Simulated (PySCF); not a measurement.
Hf²⁺: excitation energy

Hf²⁺ [Xe] 4f14 5d2 (3F) → Hf²⁺ [Xe] 4f14 5d1 6s1 (3D), as a difference of total energies. Computed with PySCF 2.14 in aug-cc-pVDZ-PP with ECP60MDF, with a scalar-relativistic core potential. Correlated levels: valence: 5s2 5p6 frozen. The calculations carry no spin-orbit coupling.

```csv
method,excitation energy (cm⁻¹)
UHF,2840.6
MP2 (valence),2654.8
SCS-MP2 (valence),2778.7
CCSD (valence),2541.1
```

How much does correlation contribute at MP2 (valence)?

2654.8 − (2840.6) = -185.8 cm⁻¹, measured against UHF.

With two correlated electrons CCSD is exact in that space.
